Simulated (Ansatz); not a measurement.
Reaction (redistribution): `NB(N)Cl` + `[SiH3][GeH2][CH2]S` → `NB(S)Cl` + `N[CH2][GeH2][SiH3]`

Program: Ansatz. Geometries: PBE0-D4/def2-TZVP. ΔE: electronic, gas phase. CBS: MP2 limit from def2 TZ/QZ plus the TZ coupled-cluster correction, frozen cores. This one scheme is used for every species. Functionals use def2-TZVPP. B3LYP here is the variant with VWN-RPA as its local correlation; programs differ in this. For Ge outer-core shells are correlated without core-valence functions, which leaves a few kJ/mol of doubt a bond. Scalar relativity is left out up to krypton. One conformer a species, not always the lowest.

`NB(N)Cl`:

Z-matrix (Å, degrees):
```
N
B 1 1.404
H 1 1.003 2 121.8
H 1 1.004 2 123.7 3 180.0
N 2 1.404 1 124.6 3 180.0
Cl 2 1.790 1 117.7 3 0.0
H 5 1.003 2 121.8 1 -180.0
H 5 1.004 2 123.7 1 -0.0
```

`[SiH3][GeH2][CH2]S`:

```xyz
12

Si    1.254   -0.908   -1.193
Ge   -0.265   -0.767    0.636
C    -1.328    0.878    0.435
S    -0.273    2.323    0.170
H     0.554   -0.495   -2.438
H     1.725   -2.310   -1.353
H     2.433   -0.033   -0.978
H     0.495   -0.661    1.974
H    -1.199   -1.994    0.716
H    -2.003    1.033    1.277
H    -1.934    0.794   -0.469
H     0.541    2.141    1.223
```

`NB(S)Cl`:

```xyz
7

N    -0.238    0.894   -0.312
B     0.275   -0.121    0.488
S     0.203   -1.893    0.110
Cl    1.072    0.309    2.011
H    -0.166    1.861   -0.046
H    -0.703    0.734   -1.188
H    -0.444   -1.783   -1.063
```

`N[CH2][GeH2][SiH3]`:

```xyz
13

N     0.838    1.386   -0.887
C     0.484    1.284    0.520
Ge   -0.900   -0.105    0.739
Si   -0.174   -2.061   -0.405
H     1.605    2.033   -1.027
H     0.060    1.728   -1.436
H     1.357    0.939    1.080
H     0.149    2.220    0.989
H    -2.223    0.408    0.129
H    -1.153   -0.365    2.238
H     1.247   -2.341   -0.064
H    -0.297   -1.887   -1.875
H    -0.993   -3.238   -0.002
```

| level | ΔE (kJ/mol) | difference from CCSD(T)/CBS |
| --- | --- | --- |
| PBE0-D4 | 66.1 | -4.1 |
| B3LYP-D4 | 68.9 | -1.3 |
| B2PLYP | 68.5 | -1.7 |
| PBE | 61.3 | -8.9 |
| r2SCAN | 67.1 | -3.1 |
| HF/def2-TZVPP | 73.9 | 3.7 |
| MP2/def2-TZVPP | 69.2 | -1.0 |
| SCS-MP2/def2-TZVPP | 68.4 | -1.8 |
| HF/CBS(def2) | 75.2 | 5.0 |
| MP2/CBS(def2) | 73.1 | 2.9 |
| CCSD(T)/CBS | 70.2 | 0 |

Largest T1 diagnostic among the species: 0.011.

In def2-TZVPP, CCSD(T) changes the Hartree–Fock value by −7.5 kJ/mol (the triples alone add −1.3 kJ/mol) and MP2 by −4.7 kJ/mol. From PBE to PBE0 (25 % exact exchange), in def2-TZVPP and without D4, ΔE moves by +4.0 kJ/mol.
